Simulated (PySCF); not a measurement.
C7H7FO.
SMILES with atom numbers: `[CH3:1][O:2][c:3]1[cH:4][cH:5][cH:6][c:7]([F:8])[cH:9]1` (hydrogens: H10, H11, H12 on C1; H13 on C4; H14 on C5; H15 on C6; H16 on C9)

The same species was optimised twice, with GFN2-xTB and with PBE0-D3(BJ)/def2-SVP (PySCF), and the same property calculations (PySCF, gas phase) were run on both structures.

```json
{"coordinate": "C7–F8 (Å)", "GFN2-xTB": "1.351", "PBE0-D3(BJ)/def2-SVP": "1.333", "change": "-0.018"}
{"coordinate": "O2–C3 (Å)", "GFN2-xTB": "1.357", "PBE0-D3(BJ)/def2-SVP": "1.346", "change": "-0.011"}
{"coordinate": "C5–C6 (Å)", "GFN2-xTB": "1.387", "PBE0-D3(BJ)/def2-SVP": "1.397", "change": "+0.010"}
{"coordinate": "C4–C5 (Å)", "GFN2-xTB": "1.379", "PBE0-D3(BJ)/def2-SVP": "1.388", "change": "+0.009"}
{"coordinate": "C1–O2 (Å)", "GFN2-xTB": "1.409", "PBE0-D3(BJ)/def2-SVP": "1.400", "change": "-0.009"}
{"coordinate": "C7–C9 (Å)", "GFN2-xTB": "1.384", "PBE0-D3(BJ)/def2-SVP": "1.392", "change": "+0.008"}
{"coordinate": "C3–C9 (Å)", "GFN2-xTB": "1.391", "PBE0-D3(BJ)/def2-SVP": "1.399", "change": "+0.008"}
{"coordinate": "C6–C7 (Å)", "GFN2-xTB": "1.379", "PBE0-D3(BJ)/def2-SVP": "1.386", "change": "+0.007"}
{"coordinate": "C3–C4 (Å)", "GFN2-xTB": "1.398", "PBE0-D3(BJ)/def2-SVP": "1.403", "change": "+0.005"}
{"coordinate": "O2–C3–C9 (°)", "GFN2-xTB": "124.6", "PBE0-D3(BJ)/def2-SVP": "123.7", "change": "-0.9"}
{"coordinate": "C3–C4–C5 (°)", "GFN2-xTB": "120.6", "PBE0-D3(BJ)/def2-SVP": "119.9", "change": "-0.7"}
{"coordinate": "C4–C3–C9 (°)", "GFN2-xTB": "119.3", "PBE0-D3(BJ)/def2-SVP": "119.8", "change": "+0.5"}
{"coordinate": "C4–C5–C6 (°)", "GFN2-xTB": "120.8", "PBE0-D3(BJ)/def2-SVP": "121.2", "change": "+0.4"}
{"coordinate": "O2–C3–C4 (°)", "GFN2-xTB": "116.1", "PBE0-D3(BJ)/def2-SVP": "116.5", "change": "+0.4"}
{"coordinate": "C6–C7–C9 (°)", "GFN2-xTB": "123.0", "PBE0-D3(BJ)/def2-SVP": "122.7", "change": "-0.3"}
{"coordinate": "C6–C7–F8 (°)", "GFN2-xTB": "119.2", "PBE0-D3(BJ)/def2-SVP": "119.4", "change": "+0.2"}
{"coordinate": "C1–O2–C3 (°)", "GFN2-xTB": "118.6", "PBE0-D3(BJ)/def2-SVP": "118.8", "change": "+0.2"}
{"coordinate": "C1–O2–C3–C4 (°)", "GFN2-xTB": "180", "PBE0-D3(BJ)/def2-SVP": "180", "change": "0"}
```

Rotational constants: A = 2850, B = 1279, C = 888.0 MHz (GFN2-xTB) against A = 2829, B = 1287, C = 889.5 MHz (PBE0-D3(BJ)/def2-SVP). Point groups within 0.08 Å: Cs and Cs. Atoms that the bonding makes alike are paired by their places after alignment.

On the GFN2-xTB structure: HOMO (eV) -6.65 [PBE0/pcSseg-1]; LUMO (eV) -0.24 [PBE0/pcSseg-1]; dipole (D) 1.50 [PBE0/pcSseg-1]; GIAO shielding of C1 (ppm) 130.9 [PBE0/pcSseg-1]; GIAO shielding of O2 (ppm) 227.6 [PBE0/pcSseg-1]; GIAO shielding of C3 (ppm) 18.7 [PBE0/pcSseg-1]; GIAO shielding of C4 (ppm) 68.1 [PBE0/pcSseg-1]; GIAO shielding of C5 (ppm) 51.2 [PBE0/pcSseg-1]; GIAO shielding of C6 (ppm) 75.0 [PBE0/pcSseg-1]; GIAO shielding of C7 (ppm) 12.9 [PBE0/pcSseg-1]; GIAO shielding of F8 (ppm) 285.1 [PBE0/pcSseg-1].

Problem. What do these properties become on the PBE0-D3(BJ)/def2-SVP structure?

Solution. 
```json
{"property": "HOMO (eV)", "level": "PBE0/pcSseg-1", "on GFN2-xTB": "-6.65", "on PBE0-D3(BJ)/def2-SVP": "-6.61", "change": "+0.04"}
{"property": "LUMO (eV)", "level": "PBE0/pcSseg-1", "on GFN2-xTB": "-0.24", "on PBE0-D3(BJ)/def2-SVP": "-0.26", "change": "-0.02"}
{"property": "dipole (D)", "level": "PBE0/pcSseg-1", "on GFN2-xTB": "1.50", "on PBE0-D3(BJ)/def2-SVP": "1.46", "change": "-0.04"}
{"property": "energy, GFN2-xTB geometry as zero (kcal/mol)", "level": "PBE0/pcSseg-1", "on GFN2-xTB": "0.0", "on PBE0-D3(BJ)/def2-SVP": "-0.1", "change": "-0.1"}
{"property": "GIAO shielding of C1 (ppm)", "level": "PBE0/pcSseg-1", "on GFN2-xTB": "130.9", "on PBE0-D3(BJ)/def2-SVP": "130.4", "change": "-0.5"}
{"property": "GIAO shielding of O2 (ppm)", "level": "PBE0/pcSseg-1", "on GFN2-xTB": "227.6", "on PBE0-D3(BJ)/def2-SVP": "227.9", "change": "+0.3"}
{"property": "GIAO shielding of C3 (ppm)", "level": "PBE0/pcSseg-1", "on GFN2-xTB": "18.7", "on PBE0-D3(BJ)/def2-SVP": "18.3", "change": "-0.4"}
{"property": "GIAO shielding of C4 (ppm)", "level": "PBE0/pcSseg-1", "on GFN2-xTB": "68.1", "on PBE0-D3(BJ)/def2-SVP": "67.1", "change": "-1.0"}
{"property": "GIAO shielding of C5 (ppm)", "level": "PBE0/pcSseg-1", "on GFN2-xTB": "51.2", "on PBE0-D3(BJ)/def2-SVP": "48.6", "change": "-2.6"}
{"property": "GIAO shielding of C6 (ppm)", "level": "PBE0/pcSseg-1", "on GFN2-xTB": "75.0", "on PBE0-D3(BJ)/def2-SVP": "73.5", "change": "-1.5"}
{"property": "GIAO shielding of C7 (ppm)", "level": "PBE0/pcSseg-1", "on GFN2-xTB": "12.9", "on PBE0-D3(BJ)/def2-SVP": "12.7", "change": "-0.2"}
{"property": "GIAO shielding of F8 (ppm)", "level": "PBE0/pcSseg-1", "on GFN2-xTB": "285.1", "on PBE0-D3(BJ)/def2-SVP": "286.6", "change": "+1.5"}
```

The heavy atoms differ by 0.012 Å rms after alignment. Among bonds between heavy atoms C7–F8 changes most (-0.018 Å). Changes are differences of the printed values. Neither structure is proved a minimum here.

Conformer computed: `[CH3:1][O:2][c:3]1[cH:4][cH:5][cH:6][c:7]([F:8])[cH:9]1`: C1–O2–C3–C4 180°.
